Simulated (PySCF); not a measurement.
A calculated (UHF, PySCF 2.14, x2c-SVPall, the spin-free X2C one-electron Hamiltonian (Gaussian nucleus)) atom or ion has these occupied shells.

```json
{"shell": "1s α", "electrons": "1", "orbital energy (eV)": "-767.20", "rms radius, mean of both spins (bohr)": "0.204"}
{"shell": "1s β", "electrons": "1", "orbital energy (eV)": "-762.18", "rms radius, mean of both spins (bohr)": "0.204"}
{"shell": "2s α", "electrons": "1", "orbital energy (eV)": "-87.278", "rms radius, mean of both spins (bohr)": "1.02"}
{"shell": "2s β", "electrons": "1", "orbital energy (eV)": "-70.058", "rms radius, mean of both spins (bohr)": "1.02"}
{"shell": "2p α", "electrons": "3", "orbital energy (eV)": "-63.943", "rms radius, mean of both spins (bohr)": "0.990"}
```

Q: Name the element and its charge.

A: F²⁺ (fluorine, charge +2), in [He] 2s2 2p3, high-spin 4S determinant.
